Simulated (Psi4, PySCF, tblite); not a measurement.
Approach curve of the dimer H8Ge3 ··· H2O (SMILES [GeH3][GeH2][GeH3] and O). Monomers: optimised at B3LYP-D3(BJ) (def2-TZVP), held rigid. Orientation: lowest of the rigid-body minima from ten starts at GFN2-xTB. Only R, the distance of the centres of mass, is varied, so the lowest point isn't the relaxed dimer.

Levels of theory: GFN2-xTB (tblite); PBE-D3(BJ)/def2-TZVP, counterpoise-corrected (Psi4); RKS-BP86/6-31G* = restricted BP86/6-31G*, spherical d, no counterpoise correction (PySCF); wB97X-D/def2-TZVP, counterpoise-corrected (Psi4).

Interaction energies in kcal/mol:

```
R / Å  GFN2-xTB  PBE-D3(BJ)/def2-TZVP  RKS-BP86/6-31G*
-----  --------  --------------------  ---------------
2.19      -8.38                  8.26             6.32
2.38     -10.71                  3.76             2.44
2.57     -11.33                  0.92             0.08
2.76     -10.88                 -0.78            -1.29
3.00      -9.49                 -1.86            -2.14
3.28      -7.43                 -2.22            -2.41
3.60      -5.17                 -2.07            -2.28
4.08      -2.68                 -1.48            -1.80
4.75      -0.97                 -0.75            -1.01
5.73      -0.24                 -0.23            -0.20
7.10      -0.06                 -0.05             0.00
```

What does wB97X-D/def2-TZVP give at the same points?

2.19: 8.84; 2.38: 3.91; 2.57: 0.86; 2.76: -0.98; 3.00: -2.08; 3.28: -2.34; 3.60: -2.05; 4.08: -1.37; 4.75: -0.68; 5.73: -0.22; 7.10: -0.05 (kcal/mol).
